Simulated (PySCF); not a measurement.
NICS in isomers of C4H7N3OSi.

NICS is the negative of the GIAO shielding at a point without a nucleus: at the ring centre (0) and 1 Å above and below it (1); zz is the component along the ring normal. Level: GIAO PBE0/pcSseg-1 (PySCF, non-relativistic, gas phase) on the GFN2-xTB geometries, one conformer each. Atom numbers follow the mapped SMILES.

Question: Order these rings by mean NICS(1)zz, lowest (most negative) first (ppm).
A. ring C4–C5–N6–C7–N8–C9 in `[OH:1][SiH2:2][NH:3][c:4]1[cH:5][n:6][cH:7][n:8][cH:9]1`
B. ring Si3–N4–C5–C6–N7 in `[N:1]#[C:2][Si@@H:3]1[NH:4][CH2:5][CH2:6][N:7]1[CH:8]=[O:9]`
C. ring C4–N5–N6–N7–C8 in `[CH3:1][C:2](=[O:3])[c:4]1[n:5][nH:6][n:7][c:8]1[SiH3:9]`
D. ring N3–C4–N5–C6–C9 in `[NH2:1][SiH2:2][n:3]1[cH:4][n:5][c:6]([CH:7]=[O:8])[cH:9]1`
E. ring C5–N6–C7–N8–N9 in `[O:1]=[CH:2][SiH2:3][CH2:4][c:5]1[n:6][cH:7][n:8][nH:9]1`
F. ring C3–N4–N5–C6–N9 in `[CH2:1]=[CH:2][c:3]1[n:4][nH:5][c:6]([O:7][SiH3:8])[n:9]1`

Answer: C (-33.6), E (-31.2), D (-28.7), A (-25.6), F (-23.6), B (-2.2).

| SMILES | ring | NICS(0) | NICS(1) | NICS(1)zz | HOMA | rms pucker (Å) | ring atoms with four or more neighbours |
| --- | --- | --- | --- | --- | --- | --- | --- |
| CC(=O)c1n[nH]nc1[SiH3] | 5-membered ring with 3 N; formal bonds all aromatic | -13.2 | -13.6 | -33.6 | 0.95 | 0.00 | 0 |
| O=C[SiH2]Cc1ncn[nH]1 | 5-membered ring with 3 N; formal bonds all aromatic | -12.5 | -11.7 | -31.2 | 0.95 | 0.00 | 0 |
| N[SiH2]n1cnc(C=O)c1 | 5-membered ring with 2 N; formal bonds all aromatic | -11.3 | -10.9 | -28.7 | 0.90 | 0.00 | 0 |
| O[SiH2]Nc1cncnc1 | 6-membered ring with 2 N; formal bonds all aromatic | -6.5 | -10.3 | -25.6 | 0.97 | 0.00 | 0 |
| C=Cc1n[nH]c(O[SiH3])n1 | 5-membered ring with 3 N; formal bonds all aromatic | -10.8 | -9.4 | -23.6 | 0.91 | 0.00 | 0 |
| N#C[Si@@H]1NCCN1C=O | 5-membered ring with 2 N and Si; formal bonds all single | -7.2 | -2.7 | -2.2 | – | 0.12 | 3 |

NICS(0) gives another order. The isotropic NICS(1) gives the same order. Over the 5 rings with a HOMA value its correlation coefficient with NICS(1)zz is -0.20. HOMA uses Krygowski's 1993 parameters; it is left out where a ring has a four-coordinate atom, a triple bond, no multiple bond or a kind of bond without parameters. NICS(1) and NICS(1)zz are means over the two faces.
